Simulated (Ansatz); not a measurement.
Molecule: CBr, charge 0, multiplicity 2. SMILES: [C]Br
Geometry: optimised at B3LYP-D3(BJ)/def2-TZVP (Ansatz, a program for electronic structure).

Property: atomisation energy, in kcal/mol. Terms: LANL2DZ with its own core potentials from Na on; six Cartesian d functions in 6-31G* and its kin unless marked 5d; open shells spin-unrestricted; atomisation electronic, to ground-state atoms; no spin-orbit coupling; non-relativistic. Ab initio and DFT rows: single points at B3LYP-D3(BJ) geometries (Ansatz).

```json
[
 {"level": "B3LYP/STO-3G", "program": "Ansatz", "atomisation energy (kcal/mol)": "96.1"},
 {"level": "B3LYP/3-21G", "program": "Ansatz", "atomisation energy (kcal/mol)": "69.5"},
 {"level": "B3LYP/LANL2DZ", "program": "Ansatz", "atomisation energy (kcal/mol)": "59.5"},
 {"level": "B3LYP/6-31G", "program": "Ansatz", "atomisation energy (kcal/mol)": "67.0"},
 {"level": "B3LYP/6-31G*", "program": "Ansatz", "atomisation energy (kcal/mol)": "80.7"},
 {"level": "B3LYP/def2-SVP", "program": "Ansatz", "atomisation energy (kcal/mol)": "82.5"},
 {"level": "B3LYP/6-31G* with LANL2DZ past Ar", "program": "Ansatz", "atomisation energy (kcal/mol)": "68.8"},
 {"level": "B3LYP/def2-TZVPD", "program": "Ansatz", "atomisation energy (kcal/mol)": "82.7"}
]
```

No value to compare with is used here. The 7 habitual levels span 59.5 (B3LYP/LANL2DZ) to 96.1 kcal/mol (B3LYP/STO-3G); B3LYP/def2-TZVPD gives 82.7.

The sets are all those run for this method; runs whose electronic state is in doubt are left out.
